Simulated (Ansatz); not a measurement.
Consider the formal exchange of groups at the Sn–C bond: `[CH3][SnH2][CH2]F` + SiH₄ → `F[CH2][SnH2][SiH3]` + CH₄.

Calculated with Ansatz (gas phase, PBE0-D4/def2-TZVP geometries, no zero-point term in ΔE). CCSD(T)/CBS adds triple-zeta CCSD(T) − MP2 to the extrapolated MP2 energy (def2 sets, frozen cores). This one scheme is used for every species. Functionals use def2-TZVPP. B3LYP here is the variant with VWN-RPA as its local correlation; programs differ in this. Elements past krypton have def2 core potentials. For Sn outer-core shells are correlated without core-valence functions, which leaves a few kJ/mol of doubt a bond. Each species was taken in one conformer, which may not be the lowest.

```tsv
level	ΔE (kJ/mol)	difference from CCSD(T)/CBS
PBE-D4	-59.6	-11.9
PBE0-D4	-58.4	-10.7
B3LYP-D4	-53.1	-5.4
ωB97X-V	-48.7	-1.0
ωB97M-V	-48.3	-0.6
B2PLYP	-48.3	-0.6
PBE	-58.6	-10.9
r2SCAN	-55.5	-7.8
PBE0	-57.3	-9.6
B3LYP	-51.5	-3.8
SCS-MP2/def2-TZVPP	-41.0	6.7
CCSD(T)/def2-TZVPP	-45.0	2.7
MP2/def2-QZVPP	-45.0	2.7
SCS-MP2/def2-QZVPP	-42.4	5.3
HF/CBS(def2)	-43.1	4.6
MP2/CBS(def2)	-46.4	1.3
CCSD(T)/CBS	-47.7	0
```

Largest T1 diagnostic among the species: 0.013.
